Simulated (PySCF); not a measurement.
Compound: C₃H₄NS₂Si (doublet state).
SMILES with atom numbers: `[N:1]#[C:2][C@H:3]1[CH2:4][S:5][SiH:6][S:7]1` (hydrogens: H8 on C3; H9, H10 on C4; H11 on Si6)

Geometry (GFN2-xTB, Å), atoms numbered from 1 in this order:
```xyz
11
C3H4NS2Si angstrom
N     -2.4811   -1.2482    0.4202
C     -1.6365   -0.7119   -0.1320
C     -0.5346   -0.0664   -0.7974
C     -0.0489    1.1652   -0.0480
S      0.6102    0.7692    1.6085
Si     1.3839   -1.1905    1.1125
S      0.8266   -1.2922   -0.9837
H     -0.8286    0.2045   -1.8164
H     -0.8697    1.8666    0.1065
H      0.7470    1.6540   -0.6117
H      2.8370   -1.1477    1.1154
```

Method used: UKS B3LYP, pcH-1 on C H N S Si, non-relativistic, mean-field spin-orbit, GIAO (PySCF 2.14.0). Isolated species at its GFN2-xTB geometry (one conformer only). Couplings are sensitive to structure, and on GFN2-xTB geometries they can be far from those on DFT ones, by a factor of two or more for some ions and for spin on atoms past the first row. Stability of the SCF solution: not tested.

Computed for the main isotopes (class means, splittings of 0.05 mT or more): g = 2.0079; H11 1H +191.0 MHz (6.80 mT); H10 1H +9.2 MHz (0.33 mT); H8 1H +3.6 MHz (0.13 mT); H9 1H -2.0 MHz (0.07 mT); 16 first-order lines, 7.32 mT wide.

Question: What changes when 1H at H9 is replaced by 2H?

Answer: Only the nuclear moment changes in this model. The ratio of g factors is 0.85744/5.58569 = 0.1535, so a goes from -2.0 to -0.3 MHz (0.011 mT). The spin goes from 1/2 to 1, so the 1:1 doublet becomes a 1:1:1 triplet. The spectrum then has 24 first-order lines over 7.27 mT, counting the new splitting although it is under 0.05 mT.

Lines closer than 0.012 mT are merged, which leaves 16.

```tsv
offset from centre (mT)	relative intensity
-3.63	2
-3.61	1
-3.50	2
-3.49	1
-3.30	2
-3.29	1
-3.18	2
-3.16	1
+3.17	2
+3.18	1
+3.29	2
+3.31	1
+3.49	2
+3.51	1
+3.62	2
+3.64	1
```

Question: Give position and intensity of the satellites from 29Si at Si6.

Answer: a = -691.8 MHz, or 24.62 mT in magnitude, and I = 1/2, so to first order each main line has two satellites, at ±12.31 mT. The isotope's abundance is about 4.7 %, shared among 2 lines, so each has 2.5 % of the main line's intensity. At 340 mT second-order shifts move them to lower field by up to 0.45 mT.

Question: Where do the 33S satellites of S5 appear, and how strong are they?

Answer: a = +24.5 MHz, or 0.87 mT in magnitude, and I = 3/2, so to first order each main line has four satellites, at ±0.44, ±1.31 mT. The isotope's abundance is about 0.76 %, shared among 4 lines, so each has 0.19 % of the main line's intensity.
